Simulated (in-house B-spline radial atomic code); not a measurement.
## The dysprosium ion Dy²⁷⁺: [Ne] 3s2 (3p1/2)2 (3p3/2)3 3d10 4s2 4p6 4d4 (with a hole in an inner shell)

All numbers are computed (Dirac-Hartree-Fock, average of the jj configuration; Fermi nucleus of rms radius 5.2218 fm) with a radial B-spline atomic code at the basis-set limit, not measured.

Effective charges: Z_r = [3n² - l(l+1)]/(2<r>) from the radius, Z_e = n√(-2ε) from the energy, and Slater's rules. Values are occupation-weighted means over j. An effective charge above Z reflects the relativistic contraction of the inner shells.

```tsv
shell	electrons	ε (eV)	<r> (bohr)	Z_r	Z_e	Slater
1s	2	-55100	0.02111	71.05	63.64	65.70
2s	2	-10109	0.08906	67.37	54.52	61.85
2p	6	-9107.1	0.0791	63.21	51.74	61.85
3s	2	-3013.8	0.2309	58.46	44.65	55.10
3p	5	-2715.1	0.2288	54.64	42.38	55.10
3d	10	-2282.2	0.2083	50.42	38.85	45.85
4s	2	-1251.5	0.4865	49.33	38.36	39.10
4p	6	-1129.7	0.5007	45.93	36.45	39.10
4d	4	-973.94	0.5083	41.31	33.84	29.95
```

The least bound orbital is 4d5/2 at -969.8 eV, and it is also the most diffuse (<r> = 0.5108 bohr). The part-filled 3p shell lies below the filled 4p shell in orbital energy.

For the 1s electron the small component carries 6.07 % of the norm, the zero-frequency Breit interaction raises the level by 166.6 eV, self-energy by 100.7 eV, and vacuum polarisation lowers it by 16.91 eV.
